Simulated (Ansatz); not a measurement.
An input meant for Li₄H₄ (charge 0, singlet).

```yaml
crystal:
  periodic: [false, false, false]
  atoms:
    - {symbol: Li, position_ang: [-0.888901, 0.890315, 1.703399]}
    - {symbol: H, position_ang: [-1.515634, 1.657891, 0.338014]}
    - {symbol: Li, position_ang: [-1.113738, 1.295333, -1.258132]}
    - {symbol: D, position_ang: [-0.164664, 0.311788, -2.243613]}
    - {symbol: Li, position_ang: [0.895908, -0.884082, -1.702955]}
    - {symbol: H, position_ang: [1.517529, -1.656381, -0.337910]}
    - {symbol: Li, position_ang: [1.106004, -1.301896, 1.257491]}
    - {symbol: H, position_ang: [0.163476, -0.312958, 2.243696]}
basis:
  gaussian: {orbitals: def2-mTZVPP, nuclear_model: gaussian}
hamiltonian: {xc: {name: r2SCAN50}}
scf: {lower_state_search: full}
```

```sh
$ ansatz run in.yaml --threads 4 --pin off --events-out ev --progress --plain --max-ram 3916MiB
```

It prints (some lines left out):

```
Error: YAML parse error: error: line 7 column 16: `D` is not an element symbol (H … Og, case-exact)
 --> <input>:7:16
5 |     - {symbol: H, position_ang: [-1.515634, 1.657891, 0.338014]}
6 |     - {symbol: Li, position_ang: [-1.113738, 1.295333, -1.258132]}
7 |     - {symbol: D, position_ang: [-0.164664, 0.311788, -2.243613]}
8 |     - {symbol: Li, position_ang: [0.895908, -0.884082, -1.702955]}
9 |     - {symbol: H, position_ang: [1.517529, -1.656381, -0.337910]}
```

(1) Something in this input is off. What?

Answers

(1) An element symbol is wrong. The program refused the input.
